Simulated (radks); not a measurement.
Results of a calculation; reference values are marked as such.
Orbital eigenvalues (eV) of neutral krypton, [Kr], at several levels of relativity; Dirac values are averaged over j with weights 2j + 1. Spin-unpolarised spherical Kohn-Sham, PBE, point nucleus unless stated (finite: rms radius 4.1884 fm), a radial shooting solver on a logarithmic mesh with Libxc functionals. A level marked "c x" has the speed of light scaled by that factor and shares open shells by 2j + 1; other Dirac levels either fill j = l - 1/2 first or share by 2j + 1.

\begin{tabular}{lrrrrr}
shell & non-rel. & Dirac, 2j+1 shares & Dirac, low j first & Dirac, c x 0.75 & change of magnitude, last against first (%) \\ \hline
1s & -13899 & -14153 & -14153 & -14364 & +3.34 \\
2s & -1806.1 & -1863.5 & -1863.5 & -1911.5 & +5.83 \\
2p & -1633.9 & -1648.1 & -1648.1 & -1659.9 & +1.59 \\
3s & -254.34 & -263.85 & -263.85 & -271.87 & +6.89 \\
3p & -193.11 & -195.19 & -195.19 & -196.94 & +1.98 \\
3d & -83.348 & -81.357 & -81.357 & -79.775 & -4.29 \\
4s & -22.168 & -23.041 & -23.041 & -23.787 & +7.30 \\
4p & -9.2828 & -9.2533 & -9.2533 & -9.2392 & -0.47 \\
\end{tabular}
